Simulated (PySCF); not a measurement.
# Solvent effects on NMR parameters

Bonds (- single, = double, # triple, : aromatic): C1-O2, O2-B3, B3-O4, O4-C5, B3-O6, O6-C7, C7-C8, C7-C9. C1 carries H10, H11, H12; C5 carries H13, H14, H15; C7 carries H16; C8 carries H17, H18, H19; C9 carries H20, H21, H22.

GIAO PBE0/pcSseg-1 in PySCF on one PBE0-D3(BJ)/def2-SVP conformer, non-relativistic, equivalent nuclei averaged. Solvents enter as an IEF-PCM continuum (chloroform with ε = 4.7, acetone with ε = 20.5) around the gas-phase geometry. Shifts are referred to TMS, BF3·OEt2 computed in the same medium.

Gas phase, δ in ppm: C7 69.1, C1/C5 52.0, C8/C9 23.4, B3 16.7, H16 3.94, H10/H11/H12/H13/H14/H15 3.46, H17/H18/H19/H20/H21/H22 1.32. Dipole moment 0.13 D.

**Question.** How does each δ change in the continuum?

**Answer.** 
| atoms | environment | Δδ, chloroform | Δδ, acetone |
| --- | --- | --- | --- |
| C7 | sp3 CH bonded to O | +0.8 | +1.1 |
| C1/C5 | methyl carbon bonded to O | +0.6 | +0.8 |
| C8/C9 | methyl carbon | +0.5 | +0.6 |
| B3 | boron bonded to 3 O | +0.5 | +0.7 |
| H16 | hydrogen on an sp3 CH bonded to O | +0.06 | +0.09 |
| H10/H11/H12/H13/H14/H15 | hydrogen on a methyl carbon bonded to O | +0.05 | +0.07 |
| H17/H18/H19/H20/H21/H22 | hydrogen on a methyl carbon | 0.00 | +0.01 |

Changes are relative to the gas phase. The dipole moment becomes 0.24 D in chloroform, 0.30 D in acetone.

**Question.** Which of the listed nuclei move most (in ppm), and what does the model miss? (N and O are left out, as their reference compounds move with the solvent too.)

**Answer.** C7 (sp3 CH bonded to O, +1.1 ppm) in acetone. A continuum only polarises the solute; specific hydrogen bonds, the anisotropy of aromatic solvents and changes of geometry or conformer are outside it.
